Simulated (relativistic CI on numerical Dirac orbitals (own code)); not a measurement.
## Ta³⁺: L2,3 absorption edge

Computed with this model: Dirac-Coulomb-Breit CI, separate exchange-only KLI orbitals for each configuration, model QED, valence Slater integrals scaled by 0.8, multiplet model of core-to-valence dipole absorption; configurations [Xe] 4f14 5d2 → [He] 2s2 2p5 3s2 3p6 3d10 4s2 4p6 4d10 4f14 5s2 5p6 5d3; 10 K; Lorentzian 3 eV and Gaussian 1 eV FWHM. Energies are those of the free ion, without screening or charge transfer. The branching ratio is the share of the lower-energy edge in the whole absorption, uncertain by about 0.02 where the edges overlap. S is read from ⟨S²⟩ = S(S + 1).

Field parameters in Wybourne normalisation: D3d B²₀ = −7Dσ, B⁴₀ = −14Dq − 21Dτ, B⁴₃ = −14√(10/7) Dq; D4h B²₀ = −7Ds, B⁴₀ = 21(Dq − Dt), B⁴₄ = 21√(5/14) Dq; Oh B⁴₀ = 21Dq, B⁴₄ = √(5/14) B⁴₀. The field is a parameter set, without covalency.

free ion: ground-state S = 0.96, centroid 10122.53 eV, branching ratio 0.807. Peaks (eV, height): 9880.0 (100), 11135.5 (22).

D4h, 10Dq = 37750, Ds = -700, Dt = 860 cm⁻¹: ground-state S = 0.99, centroid 10199.00 eV, branching ratio 0.746. Peaks (eV, height): 9878.5 (86), 9881.5 (100), 11135.5 (31), 11138.0 (30).

Oh, 10Dq = 18400 cm⁻¹: ground-state S = 0.98, centroid 10178.69 eV, branching ratio 0.762. Peaks (eV, height): 9880.0 (100), 11136.5 (29).

D4h, 10Dq = 32550, Ds = -460, Dt = 950 cm⁻¹: ground-state S = 0.99, centroid 10194.59 eV, branching ratio 0.750. Peaks (eV, height): 9881.0 (100), 11136.0 (32).

Oh, 10Dq = 13350 cm⁻¹: ground-state S = 0.98, centroid 10168.57 eV, branching ratio 0.770. Peaks (eV, height): 9880.0 (100), 11136.0 (27).

D3d, 10Dq = 36550, Dσ = -910, Dτ = 480 cm⁻¹: ground-state S = 0.99, centroid 10198.53 eV, branching ratio 0.747. Peaks (eV, height): 9878.0 (86), 9882.0 (100), 11135.0 (30), 11138.5 (30).

The statistical ratio of this edge is 2/3 = 0.667. Values above it arise where the holes sit mainly in the j = l + 1/2 valence subshell or the ground state has high spin; values below it where core-valence Coulomb terms move weight to the upper edge, as in nearly empty shells. At deep edges of heavy elements the radial integrals of the two core levels differ, which raises the baseline.

Strongest unbroadened transitions for D3d, 10Dq = 36550, Dσ = -910, Dτ = 480 cm⁻¹:

```csv
Energy (eV),Relative strength
9876.74,99.9
9876.79,70.4
9878.13,61.1
9878.14,31.6
9878.16,74.6
9878.18,72.2
9878.22,100.0
9878.30,35.4
9881.44,54.1
9881.50,51.8
9881.52,82.7
9881.58,48.3
9881.66,48.9
9882.41,40.8
9882.67,31.4
11133.46,29.0
11133.56,43.9
11133.58,31.3
```
